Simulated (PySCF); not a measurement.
Job file and geometry (Å, from GFN2-xTB) of an NMR shielding run on SMILES C=CCB[Si@H](N)[SiH3], C₃H₁₂BNSi₂, GIAO PBE0/pcSseg-1 NMR shielding, non-relativistic, gas phase in PySCF; density fitting, a coarse starting grid and PySCF grid level 2 are the driver's defaults:

```
$ OMP_NUM_THREADS=1 python probes_run.py task.json out

{"job": {"kind": "nmr", "xc": "PBE0", "basis": "pcSseg-1"}, "charge": 0, "multiplicity": 1}
C     -2.677362    -0.903360    -1.239458
C     -2.501620     0.052112    -0.344353
C     -1.459005     0.030397     0.736984
B     -0.410905     1.138738     0.308168
Si     1.301260     0.681568    -0.496668
N      1.120813    -0.657501    -1.592109
Si     2.872421     0.238683     1.184493
H     -2.079626    -1.800397    -1.242600
H     -3.437245    -0.838786    -1.999607
H     -3.122518     0.938009    -0.372218
H     -1.047010    -0.977493     0.813541
H     -1.950266     0.267828     1.684690
H     -0.698556     2.254389     0.536666
H      1.922431     1.683973    -1.392085
H      0.449830    -1.377189    -1.381408
H      1.939173    -1.072494    -2.007393
H      3.112753     1.377735     2.075412
H      2.467975    -0.867326     2.066120
H      4.187654    -0.159635     0.669526
```

Problem. Write the output of this run.

Solution. 
```
coarse grid: 16096 points
cycle   1  E = -779.4475372641  dE =  4.058e-01  |g| = 5.170e-01  |ddm| = 3.794e+00
cycle   2  E = -779.4055949952  dE =  4.194e-02  |g| = 6.747e-01  |ddm| = 1.226e+00
cycle   3  E = -779.5109022763  dE = -1.053e-01  |g| = 7.578e-02  |ddm| = 8.466e-01
cycle   4  E = -779.5122112506  dE = -1.309e-03  |g| = 2.585e-02  |ddm| = 1.139e-01
cycle   5  E = -779.5123741855  dE = -1.629e-04  |g| = 5.649e-03  |ddm| = 2.712e-02
cycle   6  E = -779.5123829913  dE = -8.806e-06  |g| = 1.240e-03  |ddm| = 9.258e-03
final grid: 144144 points
cycle   7  E = -779.5478652522  dE = -3.167e-05  |g| = 8.607e-03  |ddm| = 2.559e-02
cycle   8  E = -779.5478519302  dE =  1.332e-05  |g| = 1.144e-02  |ddm| = 1.867e-02
cycle   9  E = -779.5478834174  dE = -3.149e-05  |g| = 1.317e-03  |ddm| = 1.123e-02
cycle  10  E = -779.5478838338  dE = -4.163e-07  |g| = 2.620e-04  |ddm| = 1.210e-03
cycle  11  E = -779.5478838488  dE = -1.498e-08  |g| = 1.126e-04  |ddm| = 3.174e-04
cycle  12  E = -779.5478838518  dE = -3.068e-09  |g| = 3.089e-05  |ddm| = 1.310e-04
cycle  13  E = -779.5478838521  dE = -2.285e-10  |g| = 5.517e-06  |ddm| = 3.965e-05
converged SCF energy = -779.5478838521

GIAO shielding tensors (ppm)
atom      isotropic    diamagn.    paramagn.     s11        s22        s33       span
  0 C       57.666     254.517    -196.851    -59.491     76.684    155.805    215.295
  1 C       56.012     258.747    -202.736    -59.288     64.388    162.934    222.222
  2 C      143.419     251.723    -108.304    103.165    139.043    188.048     84.883
  3 B        2.374     197.722    -195.348    -98.061    -32.082    137.263    235.324
  4 Si     395.819     880.787    -484.968    351.612    360.584    475.261    123.648
  5 N      278.004     320.088     -42.084    234.300    255.942    343.770    109.470
  6 Si     472.628     880.691    -408.063    457.523    469.876    490.485     32.961
  7 H       26.144      32.775      -6.630     22.390     26.415     29.628      7.239
  8 H       26.142      27.906      -1.764     23.201     25.327     29.899      6.698
  9 H       25.955      30.278      -4.324     23.620     26.507     27.737      4.117
 10 H       28.251      34.938      -6.688     25.884     28.442     30.426      4.542
 11 H       28.426      30.909      -2.483     24.970     26.726     33.582      8.613
 12 H       22.464      31.578      -9.114     13.734     26.174     27.484     13.750
 13 H       26.034      29.168      -3.134     22.031     25.118     30.954      8.924
 14 H       32.336      35.448      -3.112     23.606     28.983     44.418     20.812
 15 H       32.312      31.337       0.975     23.633     28.722     44.580     20.947
 16 H       28.602      29.254      -0.652     25.173     26.181     34.452      9.279
 17 H       28.532      30.110      -1.578     25.206     27.084     33.307      8.101
 18 H       28.373      29.304      -0.931     25.495     26.015     33.607      8.113
```

Size and cost of the density-fitted run: 193 basis functions, 64 s wall time on 1 thread of an Arm Neoverse N1, shared host; peak memory 0.89 GiB.
